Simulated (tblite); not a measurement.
dimethyl carbonate (C$_{3}$H$_{6}$O$_{3}$), singlet, geometry from GFN2-xTB; GFN1-xTB in tblite.

Here is a job for tblite.
```
$ tblite run mol.xyz --method gfn1 --charge 0 --spin 0 --spin-polarized --json tblite.json --no-restart

# file mol.xyz
12

C      2.32517331     0.09994214     0.05033470
O      1.10482066    -0.54437804     0.39359877
C     -0.00225252     0.06041020    -0.03827659
O     -0.04037348     1.07614926    -0.67209545
O     -1.06015611    -0.65053184     0.35332550
C     -2.32406787    -0.12639913    -0.03399431
H      2.33572923     1.12457047     0.42682949
H      3.11149818    -0.48764306     0.51637074
H      2.45383247     0.12126973    -1.03361495
H     -3.06483642    -0.80965771     0.37240314
H     -2.40104093    -0.07929089    -1.12196490
H     -2.46262854     0.87711717     0.37296294
```

What the program printed (banner, timings and long lists left out):

```
xTB calculator
 | screened Coulomb repulsion
 | Coulomb electrostatics
 |  * isotropic Klopman-Ohno-Mataga-Nishimoto electrostatics
 |  * onsite third-order electrostatics
 | DFT-D3(BJ) dispersion correction
 | Interactions (1)
 | [1] spin polarization

halogen bonding energy    0.0000000000000E+00 Eh
repulsion energy          1.8706487027081E-01 Eh
dispersion energy        -3.2108102411417E-03 Eh
interaction energy        0.0000000000000E+00 Eh
number of electrons       3.6000000000000E+01 e
integral cutoff           1.9731147476801E+01 bohr

------------------------------------------------------------
  cycle        total energy    energy error   density error
------------------------------------------------------------
      1     -23.17178966857  -2.3355644E+01   4.6389422E-01
      2     -23.70143050707  -5.2964084E-01   2.2577542E-01
      3     -23.70667780409  -5.2472970E-03   1.1627472E-01
      4     -23.70652948843   1.4831566E-04   1.2471179E-02
      5     -23.70719021588  -6.6072745E-04   3.1158290E-03
      6     -23.70724616273  -5.5946847E-05   1.7809021E-03
      7     -23.70726184929  -1.5686565E-05   2.7868766E-04
      8     -23.70726221070  -3.6141028E-07   1.3567116E-04
      9     -23.70726231882  -1.0811404E-07   1.6030322E-06
------------------------------------------------------------

electronic energy        -2.3891116378848E+01 Eh
total energy             -2.3707262318818E+01 Eh

Post processing:
 | Mayer-Wiberg bond orders

[Info] JSON dump of results written to 'tblite.json'
```
